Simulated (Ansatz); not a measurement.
`COC(F)(F)[SiH3]`, relaxed with RKS PBE0-D4/def2-TZVP in Ansatz 0.2.0 from a PBE-D4/def2-SVP geometry. The force threshold is 0.005 eV/Å; the program also tests the step.

Charge 0, multiplicity 1.

Start:

```xyz
12

C    -1.207    0.195   -1.650
O    -0.794   -0.219   -0.336
C     0.441    0.189    0.060
F     1.415   -0.246   -0.829
F     0.538    1.574    0.033
Si    0.821   -0.473    1.841
H    -0.512   -0.192   -2.422
H    -1.258    1.301   -1.718
H    -2.213   -0.235   -1.804
H     2.192    0.003    2.219
H     0.778   -1.972    1.817
H    -0.203    0.075    2.789
```

Question: By how much does the energy fall, and how many steps does the optimiser take? (Estimate.)

Answer: Ansatz gave: 1.02 kcal/mol, in 5 steps.

Question: Which bonds change most? (An estimate is asked.)

Answer: Ansatz gave: Si6–H12 from 1.500 to 1.481 Å; Si6–H11 from 1.500 to 1.481 Å; C1–H8 from 1.109 to 1.091 Å; Si6–H10 from 1.500 to 1.481 Å.

Question: Give the relaxed structure. (Estimate.)

Answer: Ansatz gave: 
```xyz
12

C    -1.196    0.195   -1.637
O    -0.780   -0.220   -0.335
C     0.443    0.186    0.061
F     1.405   -0.237   -0.823
F     0.535    1.555    0.025
Si    0.818   -0.471    1.832
H    -0.521   -0.192   -2.402
H    -1.244    1.283   -1.699
H    -2.189   -0.226   -1.776
H     2.170    0.006    2.208
H     0.770   -1.951    1.794
H    -0.209    0.072    2.751
```
